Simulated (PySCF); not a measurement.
H3OSi, SMILES [OH+]=[SiH2], charge +1. Coordinates come from a B3LYP-D3(BJ)/def2-TZVP optimisation. The isomer is the one that the SMILES or the coordinates give; other isomers of the formula were not compared.

TDA-ωB97X/def2-TZVPD in PySCF puts the lowest singlet excitations at 6.26, 7.99, 8.22, 9.26, 9.76, 10.50 eV.

Problem. What are the lowest excitation roots from ADC(2)/aug-cc-pVDZ run with PySCF? (An estimate is asked for; the answer gives what the named calculation found.)

Solution. 6.28, 7.46, 8.15, 9.18, 9.52, 10.28 eV. S1 differs by 0.02 eV (second minus first; roots are paired by order, and the bases may differ).
